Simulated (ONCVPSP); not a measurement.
## Reading a pseudo-wave (Ir (Z = 77))

Columns: radius, all-electron u(r) and pseudo u(r) of the 5d shell (level -11.14 eV) of iridium in the configuration [Kr] 4d10 4f14 5s2 5p6 5d7 6s1.5; PBEsol, scalar-relativistic, ONCV scheme, ONCVPSP 4.0.1.

```csv
r (bohr),all-electron,pseudo
0.085,0.2368,0.0013
0.170,0.1215,0.0101
0.255,-0.2141,0.0327
0.340,-0.3842,0.0733
0.425,-0.3475,0.1333
0.510,-0.1869,0.2113
0.595,0.0203,0.3030
0.680,0.2262,0.4024
0.765,0.4069,0.5026
0.850,0.5537,0.5969
0.935,0.6653,0.6794
1.020,0.7448,0.7459
1.105,0.7966,0.7941
1.190,0.8259,0.8238
1.275,0.8373,0.8363
1.360,0.8349,0.8347
1.445,0.8221,0.8220
1.530,0.8017,0.8016
1.615,0.7759,0.7758
1.700,0.7465,0.7464
1.785,0.7148,0.7147
1.870,0.6818,0.6817
1.955,0.6482,0.6482
2.040,0.6148,0.6147
2.125,0.5818,0.5817
2.210,0.5495,0.5495
```

Task: How many radial nodes do the two functions have?

Result: The all-electron 5d function has n − l − 1 = 2; the pseudo-wave has 0, since the states of the same l below it are removed with the core.

Task: At about which radius was the pseudo-wave matched?

Result: 1.50 bohr. The columns agree to 0.0005 from 1.36 bohr on; several derivatives are matched, so the curves merge somewhat inside the radius.

Task: Where does each function peak?

Result: Outermost all-electron maximum near 1.27 bohr, pseudo maximum near 1.27 bohr (to the table’s step).

Task: Is the pseudo-wave norm-conserving?

Result: Yes: the ONCV scheme keeps the norm inside the radius equal to the all-electron one, which fixes the energy derivative of the logarithmic derivative at the level.
